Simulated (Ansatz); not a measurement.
Geometry optimisation, Ansatz, RKS B3LYP-D4/def2-SVP.

input.yaml

```yaml
crystal:
  periodic: [false, false, false]
  atoms:
    - { symbol: Zr, position_ang: [-0.128906, 0.101639, -0.052131] }
    - { symbol: O, position_ang: [-0.188434, -0.063124, 1.961171] }
    - { symbol: H, position_ang: [-0.726105, 0.20494, 2.715373] }
    - { symbol: F, position_ang: [1.652046, 0.368595, -0.675702] }
    - { symbol: F, position_ang: [-1.137376, 1.642267, -0.531297] }
    - { symbol: F, position_ang: [-0.982128, -1.370927, -0.909694] }
    - { symbol: Cl, position_ang: [1.725141, -2.727892, 1.483491] }
    - { symbol: H, position_ang: [1.108161, -1.823299, 2.246288] }
basis:
  gaussian: { orbitals: def2-SVP }
hamiltonian:
  xc: b3lyp
  dispersion: d4
relax:
  f_tol: 0.03
  max_steps: 50
output:
  orbitals: {}
```

Command:

```bash
$ ansatz run input.yaml --threads 2 --pin off --max-ram 3072MiB --backend cpu --events-out ev --progress --plain --runs-dir out
```

Where does it end, and by what steps?

It converged. After 8 steps the energy has fallen by 0.166 eV; Cl7 moved furthest, 0.43 Å. Joined: Zr1–Cl7 (3.72 → 3.06 Å).

```json
{"step": "0", "energy less start (eV)": "0.0000", "largest force component (eV/Å)": "1.518", "accepted": "yes"}
{"step": "1", "energy less start (eV)": "-0.1096", "largest force component (eV/Å)": "0.383", "accepted": "yes"}
{"step": "2", "energy less start (eV)": "-0.1442", "largest force component (eV/Å)": "0.317", "accepted": "yes"}
{"step": "3", "energy less start (eV)": "-0.1585", "largest force component (eV/Å)": "0.113", "accepted": "yes"}
{"step": "4", "energy less start (eV)": "-0.1603", "largest force component (eV/Å)": "0.133", "accepted": "yes"}
{"step": "5", "energy less start (eV)": "-0.1641", "largest force component (eV/Å)": "0.108", "accepted": "yes"}
{"step": "6", "energy less start (eV)": "-0.1650", "largest force component (eV/Å)": "0.064", "accepted": "yes"}
{"step": "7", "energy less start (eV)": "-0.1656", "largest force component (eV/Å)": "0.065", "accepted": "yes"}
{"step": "8", "energy less start (eV)": "-0.1659", "largest force component (eV/Å)": "0.015", "accepted": "yes"}
```

```xyz
8
Properties=species:S:1:pos:R:3
Zr -0.021 -0.078 0.034
O -0.183 -0.158 2.003
H -0.612 0.300 2.735
F 1.716 0.378 -0.621
F -1.066 1.456 -0.388
F -0.911 -1.486 -0.905
Cl 1.521 -2.420 1.258
H 0.880 -1.660 2.122
```

Whether the end is a true minimum wasn't checked by a vibrational analysis.

Run time: 23 s on 2 threads of Intel(R) Xeon(R) 6975P-C (Granite Rapids), with other jobs on the host, peak memory 0.29 GiB.
